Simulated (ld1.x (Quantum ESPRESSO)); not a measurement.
# How hard is this Fe (Z = 26) TM potential?

```json
{
 "Element": "iron (Fe)",
 "Generator": "ld1.x (Quantum ESPRESSO) 7.5",
 "Type": "norm-conserving Troullier–Martins (Kleinman–Bylander form)",
 "Functional": "PBE",
 "Relativity": "scalar-relativistic",
 "Frozen core": "[Ne]",
 "Valence charge": "16",
 "Reference configuration": "3s2 3p6 3d6 4s1.5 4p0 (charge +0.5)",
 "Partial waves": "3p (bound): rc 0.75 bohr; 3d (bound): rc 1.65 bohr; 3s (bound): rc 0.90 bohr",
 "Local potential": "the s channel",
 "Core correction": "none"
}
```

Occupied shells without a wave of their own: 4s. They enter only through the test configuration that unscreens the potential.

The pseudo-atom Hamiltonian at the reference potential is diagonalised in spherical Bessel functions j_l(qr) that vanish at 20 bohr, with q² up to the cutoff. All-electron valence levels (Ry): 3p -4.7126, 4p -0.3070, 3d -0.8486, 3s -7.2092, 4s -0.6387.

Problem. How do the lowest levels (Ry) of each channel move with the cutoff, and are there ghosts?

Solution.

| cutoff (Ry) | p #1 | p #2 | p #3 | d #1 | s #1 | s #2 | s #3 | f #1 | Σ f·Δε (mRy) |
| --- | --- | --- | --- | --- | --- | --- | --- | --- | --- |
| 8 | -1.8781 | -0.1718 | -0.0174 | -0.0644 | -6.1466 | -0.5326 | -0.0940 | 0.0334 | 24008.5 |
| 25 | -4.2032 | -0.2790 | -0.0427 | -0.1012 | -6.5602 | -0.5970 | -0.1046 | 0.0334 | 8912.9 |
| 50 | -4.6859 | -0.3062 | -0.0478 | -0.6185 | -7.0499 | -0.6303 | -0.1096 | 0.0334 | 1883.3 |
| 100 | -4.7035 | -0.3074 | -0.0480 | -0.8481 | -7.1828 | -0.6443 | -0.1117 | 0.0334 | 113.8 |
| 180 | -4.7123 | -0.3079 | -0.0481 | -0.8486 | -7.2071 | -0.6457 | -0.1119 | 0.0334 | 7.4 |
| 400 | -4.7127 | -0.3080 | -0.0481 | -0.8486 | -7.2093 | -0.6459 | -0.1119 | 0.0334 | 0.0 |

Result: no extra level below or beside the all-electron valence levels (p, d, s, f tested); 10 mRy is reached at 180 Ry and 1 mRy at 300 Ry.
